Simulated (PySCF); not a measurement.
# One molecule, several mistakes: ClH5NSi2

These are calculations, not measurements. The program is PySCF 2.14.0, an open-source quantum chemistry code, run on an isolated molecule that a program drew, which may never have been made. The molecule is ClH5NSi2 (charge 0, doublet), drawn as the SMILES string `N[SiH]([SiH2])Cl`.

Each row is a Hartree-Fock (HF) and frozen-core CCSD(T) single point in the cc-pV(D+d)Z basis, meant for a local HF minimum. Run 1 is clean. Each other run has one planted mistake out of seven kinds, and not every kind appears here: one electron removed, one electron added, multiplicity raised by two, geometry at a saddle point, minimal basis STO-3G, one bond length entered in bohr, all coordinates scaled. The reference is restricted for singlets and unrestricted otherwise, and also for a bond in bohr. Adding or removing an electron swaps singlet and doublet. Electrons count all cores. HOMO and LUMO are orbital energies over both spins, the gradient is its largest component, and the lowest frequency (negative if imaginary) is given only where the gradient is small. Bond lengths are over the 8 bonds as drawn. T1 is the CCSD diagnostic: over 0.02 (restricted) or 0.045 (unrestricted) a single reference is doubtful.

Geometry of the clean run:
```xyz
9
ClH5NSi2, angstrom
N    -1.7734   -2.3006   -1.3052
Si   -1.0650   -1.1389   -2.3367
Si   -1.6323    1.0610   -1.7405
Cl    1.0359   -1.1952   -2.3390
H    -1.7081   -2.1913   -0.3101
H    -1.7155   -3.2726   -1.5515
H    -1.4576   -1.4744   -3.7151
H    -0.9276    1.5260   -0.5226
H    -3.0932    1.2737   -1.5984
```

| run | electrons | basis functions | <S^2> | HOMO (eV) | LUMO (eV) | gradient (hartree/bohr) | lowest frequency (cm^-1) | mean bond (Å) | longest bond (Å) | T1 | HF (hartree) | CCSD(T) (hartree) | mistake |
|---|---|---|---|---|---|---|---|---|---|---|---|---|---|
| 1 | 57 | 108 | 0.758 | -9.02 | 0.95 | 3.7e-05 | 95 | 1.5753 | 2.349 | 0.0122 | -1094.78864 | -1095.34615 | no fault |
| 2 | 57 | 108 | 1.512 | -9.41 | 0.63 | 2.0e-02 | - | 1.6870 | 2.349 | 0.0526 | -1094.65220 | -1095.20286 | one bond length entered in bohr |
| 3 | 56 | 108 | 0.000 | -15.81 | -7.11 | 4.9e-02 | - | 1.5753 | 2.349 | 0.0170 | -1094.49205 | -1095.04308 | ? |
| 4 | 57 | 108 | 3.760 | -4.28 | -2.08 | 2.5e-02 | - | 1.5753 | 2.349 | 0.0270 | -1094.55454 | -1095.10944 | ? |

**Which mistake was planted in run 3, and what did it cost?**

It counts 56 electrons, one fewer than the clean run, at the same geometry and basis. So the mistake is: one electron removed. Subtracting run 1 and multiplying by 627.51 kcal/mol a hartree, the energy moved by 186.1 kcal/mol in HF and 190.2 kcal/mol in CCSD(T).

**Which mistake was planted in run 4, and what did it cost?**

Electrons, basis and geometry are unchanged, and <S^2> is 3.760, beside S(S+1) = 3.75 for a multiplicity of 4. So the mistake is: multiplicity raised by two. Subtracting run 1 and multiplying by 627.51 kcal/mol a hartree, the energy moved by 146.9 kcal/mol in HF and 148.5 kcal/mol in CCSD(T).

Cautions from the logs. Run 2: T1 is over the limit, so its CCSD(T) energy is less reliable.
